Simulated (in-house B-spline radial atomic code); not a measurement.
A run on Ca⁺ (an excited or competing configuration) that did not converge. Method: scalar-relativistic (X2C) wB97X, spin-polarised, spherical fractional occupations, Fermi nucleus of rms radius 3.4776 fm; computed with an all-electron radial atomic-structure program (B-spline basis).

Command:
```bash
python run_scf.py task.json out
```
Settings (nuclear radius in fm, mass in u):
```
Z                20
configuration    [Ar] 3d1
hamiltonian      x2c
method           wb97x
spin_polarised   True
nucleus          fermi
rms_radius       3.4776
atomic_mass      39.96259
speed_of_light   137.035999084
```

First and last ten iterations of the last attempt (damped for 15 steps, keeping 80 % of the old Fock matrix, then DIIS):
```
 iter        energy (Eh)    residual
    1        -675.801472    2.78e-01
    2        -678.704427    1.93e-01
    3        -679.335367    1.35e-01
    4        -679.685777    9.28e-02
    5        -679.877891    6.24e-02
    6        -679.981760    4.14e-02
    7        -680.036967    2.77e-02
    8        -680.065604    1.82e-02
    9        -680.079950    1.18e-02
   10        -680.086839    7.50e-03
  111        -680.092940    9.91e-06
  112        -680.092940    1.96e-05
  113        -680.092940    3.75e-06
  114        -680.092940    3.56e-06
  115        -680.092940    3.42e-06
  116        -680.092940    3.44e-06
  117        -680.092940    3.42e-06
  118        -680.092940    3.22e-06
  119        -680.092940    3.23e-06
  120        -680.092940    3.52e-06
 not converged after 120 iterations
```

The smallest residual met was 3.2e-06; the threshold is about 2e-07. Over the last five steps the energy moves by less than 1e-08 hartree, but the orbitals didn't meet the threshold. Run time, properties included: 11 s on 1 thread of Arm Neoverse V1 (shared host).
